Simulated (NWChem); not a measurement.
System meant: C$_{3}$H$_{9}$ClGe; SMILES [Cl][Ge]([CH3])([CH3])[CH3]

NWChem input:

```
start job
memory heap 200 mb stack 900 mb global 1100 mb
geometry units angstroms noautoz
  C      1.849641    -0.257608     0.832560
  Ge     0.000000     0.000000     0.287081
  C     -0.701726     1.730640     0.832560
  C     -1.147915    -1.473032     0.832560
  Cl     0.000000     0.000000    -1.903833
  H      1.924525    -0.267364     1.931000
  H      2.232650    -1.212420     0.445057
  H      2.479315     0.555494     0.444019
  H     -1.720730     1.869403     0.444019
  H     -0.730719     1.800369     1.931000
  H     -0.066339     2.539741     0.445057
  H     -1.193806    -1.533005     1.931000
  H     -0.758586    -2.424897     0.444019
  H     -2.166311    -1.327322     0.445057
end
basis spherical
  C library def2-svp
  Ge library def2-svp
  Cl library def2-svp
  H library def2-svp
end
dft
  xc pbe0
  iterations 4
  mulliken
end
task dft energy
```

End of the output:

```
    Atom       Charge   Shell Charges
 -----------   ------   -------------------------------------------------------
    1 C    6     6.23   1.96  0.58  0.34  1.87  1.43  0.05
    2 Ge  32    31.64   2.00  2.00  1.93  0.72  0.29  5.99  5.82  1.40  0.92  7.81  2.05  0.71
    3 C    6     6.23   1.96  0.58  0.34  1.87  1.43  0.05
    4 C    6     6.23   1.96  0.58  0.34  1.87  1.43  0.05
    5 Cl  17    17.09   2.00  1.96  1.04  0.80  5.82  2.25  3.20  0.02
    6 H    1     0.96   0.62  0.26  0.07
    7 H    1     0.95   0.62  0.26  0.07
    8 H    1     0.95   0.62  0.26  0.07
    9 H    1     0.95   0.62  0.26  0.07
   10 H    1     0.96   0.62  0.26  0.07
   11 H    1     0.95   0.62  0.26  0.07
   12 H    1     0.96   0.62  0.26  0.07
   13 H    1     0.95   0.62  0.26  0.07
   14 H    1     0.95   0.62  0.26  0.07

 center of mass
 --------------
 x =   0.00000000 y =  -0.00000000 z =   0.09079202

 moments of inertia (a.u.)
 ------------------
         921.179912085455          -0.000000000000           0.000000000000
          -0.000000000000         921.179912085455          -0.000000000000
           0.000000000000          -0.000000000000         628.505618037861

     Multipole analysis of the density
     ---------------------------------

     L   x y z        total         alpha         beta         nuclear
     -   - - -        -----         -----         ----         -------
     0   0 0 0     -0.000000    -38.000000    -38.000000     76.000000

     1   1 0 0     -0.000000     -0.000000     -0.000000      0.000000
     1   0 1 0     -0.000000     -0.000000     -0.000000     -0.000000
     1   0 0 1     -1.092593     -0.546296     -0.546296     -0.000000

     2   2 0 0    -36.828928   -119.147252   -119.147252    201.465576
     2   1 1 0      0.000000      0.000000      0.000000      0.000000
     2   1 0 1      0.000000      0.000000      0.000000     -0.000000
     2   0 2 0    -36.828928   -119.147252   -119.147252    201.465576
     2   0 1 1      0.000000      0.000000      0.000000     -0.000000
     2   0 0 2    -39.826165   -179.009343   -179.009343    318.192522

 ------------------------------------------------------------------------
 dft energy failed                                                                                  0
 ------------------------------------------------------------------------
 ------------------------------------------------------------------------
  current input line :
    30: task dft energy
 ------------------------------------------------------------------------
 ------------------------------------------------------------------------
 This type of error is most commonly associated with calculations not reaching convergence criteria
 ------------------------------------------------------------------------
 For more information see the NWChem manual at https://nwchemgit.github.io

0:dft energy failed:Received an Error in Communication
```

Q: Can this run be used? If not, why, and what is the fix?

A: The run did not converge; its last values are not results. Cause: the SCF was allowed too few iterations. This input runs:
```
start job
memory heap 200 mb stack 900 mb global 1100 mb
geometry units angstroms noautoz
  C      1.849641    -0.257608     0.832560
  Ge     0.000000     0.000000     0.287081
  C     -0.701726     1.730640     0.832560
  C     -1.147915    -1.473032     0.832560
  Cl     0.000000     0.000000    -1.903833
  H      1.924525    -0.267364     1.931000
  H      2.232650    -1.212420     0.445057
  H      2.479315     0.555494     0.444019
  H     -1.720730     1.869403     0.444019
  H     -0.730719     1.800369     1.931000
  H     -0.066339     2.539741     0.445057
  H     -1.193806    -1.533005     1.931000
  H     -0.758586    -2.424897     0.444019
  H     -2.166311    -1.327322     0.445057
end
basis spherical
  C library def2-svp
  Ge library def2-svp
  Cl library def2-svp
  H library def2-svp
end
dft
  xc pbe0
  iterations 150
  mulliken
end
task dft energy
```
It converges to -2655.95920 Ha (PBE0/def2-SVP).
